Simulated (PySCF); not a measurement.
# Assignment exercise: C10H6

Geometry:
```tsv
atom	x (Å)	y (Å)	z (Å)
C1	5.191	-0.841	-0.243
C2	4.124	-0.329	-0.465
C3	2.917	0.245	-0.710
C4	1.853	0.765	-0.941
C5	0.558	1.367	-1.184
C6	-0.433	0.827	-0.265
C7	-1.209	0.358	0.518
C8	-2.193	-0.188	1.438
C9	-3.519	-0.169	0.845
C10	-4.605	-0.145	0.344
H11	6.120	-1.286	-0.049
H12	0.628	2.453	-1.049
H13	0.246	1.163	-2.216
H14	-2.200	0.405	2.360
H15	-1.922	-1.221	1.688
H16	-5.563	-0.129	-0.083
```

Isolated molecule, one conformer, equivalent nuclei averaged, non-relativistic Hamiltonian. NMR shieldings at PBE0/pcSseg-1/GIAO; coordinates at the GFN2-xTB level; PySCF 2.14.0 with density-fitted response routines.

Referencing at the same level of theory: $^{13}$C (σ = 186.93 ppm), $^{1}$H (σ = 31.72 ppm) against TMS.

**Question.** Assign these signals to the numbered atoms. $^{13}$C{$^{1}$H} NMR (computed): δ 83.3 (C), 82.8 (C), 80.4 (C), 75.9 (CH), 75.8 (C), 74.1 (C), 74.1 (C), 72.4 (CH), 12.5 (CH2), 11.7 (CH2).

**Answer.** 
| δ (ppm) | atoms | environment | reason |
| --- | --- | --- | --- |
| 83.3 | C7 | alkyne carbon | sp carbons lie upfield of alkene carbons because the cylindrical π system leaves one tensor component strongly shielded |
| 82.8 | C9 | alkyne carbon | – |
| 80.4 | C6 | alkyne carbon | – |
| 75.9 | C10 | terminal alkyne carbon | the triple bond shields along its axis, which puts it between sp3 and sp2 carbons |
| 75.8 | C4 | alkyne carbon | the triple bond shields along its axis, which puts it between sp3 and sp2 carbons |
| 74.1 | C2 | alkyne carbon | – |
| 74.1 | C3 | alkyne carbon | – |
| 72.4 | C1 | terminal alkyne carbon | the triple bond shields along its axis, which puts it between sp3 and sp2 carbons |
| 12.5 | C5 | propargylic sp3 CH2 | aliphatic region, no heteroatom directly attached |
| 11.7 | C8 | propargylic sp3 CH2 | – |

C7 and C9; C10 and C4; C4 and C2; C2 and C3; C3 and C1; C5 and C8 lie closer than the usual error of such a calculation, so a measured spectrum could show them in the other order.

**Question.** Assign these signals to the numbered atoms. $^{1}$H NMR (500 MHz, computed): δ 3.40 (s, 2H), 3.31 (d, 2H), 1.47 (t, 1H), 1.22 (s, 1H).

**Answer.** 
3.40 → H12/H13, hydrogen on a propargylic sp3 CH2
3.31 → H14/H15, hydrogen on a propargylic sp3 CH2
1.47 → H16, hydrogen on a terminal alkyne carbon: it lies on the axis of the triple bond, in its shielding cone
1.22 → H11, hydrogen on a terminal alkyne carbon

H12/H13 and H14/H15 lie closer than the usual error of such a calculation, so a measured spectrum could show them in the other order.

Shifts are as computed. Against solution values, carbons near 30 ppm lie about +3 ppm off and those near 130 ppm about +5 ppm. Of 1211 compounds with measured shifts, 218 miss one by over three times the rms of a fit or turn the order of signals round; such compounds aren't used in these exercises. No couplings were computed; multiplicities are counted from neighbouring protons, with m where these are inequivalent, close in shift, in a saturated or five-membered ring or joined by F or P, and br s for small geminal =CH2 splittings.
